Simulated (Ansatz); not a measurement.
Reactions of `BOC(C)F`.

Program: Ansatz. Geometries: PBE0-D4/def2-TZVP. ΔE: electronic, gas phase. CCSD(T)/CBS adds triple-zeta CCSD(T) − MP2 to the extrapolated MP2 energy (def2 sets, frozen cores). Elements past krypton have def2 core potentials. For Ge, Hf outer-core shells are correlated without core-valence functions, which leaves a few kJ/mol of doubt a bond. Scalar relativity is left out up to krypton. One conformer a species, not always the lowest.

Problem. Order these by ΔE at CCSD(T)/CBS, lowest first. (Best estimate.)
A. `BOC(C)F` + `CN[SiH2][SiH3]` → `BN(C)[SiH2][SiH3]` + `CC(O)F`
B. `BOC(C)F` + `C[NH][Hf]([F])([F])[F]` → `C[N](C)[Hf]([F])([F])[F]` + `BOCF`
C. `BOC(C)F` + `N=C([SiH3])S` → `BSC(=N)[SiH3]` + `CC(O)F`
D. `BOC(C)F` + `[OH][GeH2][F]` → `B[O][GeH2][F]` + `CC(O)F`

Solution. A (-17.4 kJ/mol), D (-1.7 kJ/mol), C (+37.6 kJ/mol), B (+51.9 kJ/mol).

Largest T1 diagnostic: 0.015, for `BSC(=N)[SiH3]`.
